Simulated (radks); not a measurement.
Species: B2+. Configuration: [He] 2p1 (not the ground configuration).

Calculated with a radial shooting solver on a logarithmic mesh with Libxc functionals: Dirac Kohn-Sham, exchange-only LDA, spin-unpolarised, spherical densities, finite nucleus; open shells fill j = l - 1/2 first; Fermi nuclear charge, rms radius 2.406 fm.

Energy parts (eV):
| part | energy |
|---|---|
| total | -617.586 |
| kinetic | 617.968 |
| electron-nucleus | -1367.304 |
| Hartree | 205.351 |
| exchange | -73.601 |

Orbitals (lengths in bohr, moments of r in powers of bohr; <r^-3> diverges for s and p1/2; r(max) is where P^2 peaks):
| orbital | occ. | eigenvalue (eV) | <1/r> | <r^-3> | r(max) |
|---|---|---|---|---|---|
| 1s1/2 | 2 | -206.4197 | 4.630 | - | 0.2117 |
| 2s1/2 | 0 | -29.7741 | 0.8668 | - | 1.385 |
| 2p1/2 | 1 | -23.9290 | 0.7901 | - | 1.265 |
| 2p3/2 | 0 | -23.9225 | 0.7897 | 1.509 | 1.266 |
| 3p1/2 | 0 | -8.4357 | 0.3104 | - | 4.209 |
| 3p3/2 | 0 | -8.4341 | 0.3103 | 0.3615 | 4.210 |

The highest occupied level is 2p1/2 at -23.929 eV. The configuration is held as typed, so some empty levels lie below it. Summed over all electrons, <r^2> = 3.517 bohr^2, which gives a Langevin (diamagnetic) susceptibility term of -2.79 x 10^-6 cm^3/mol. The density falls to 0.001 e/bohr^3 at r = 2.93 bohr.
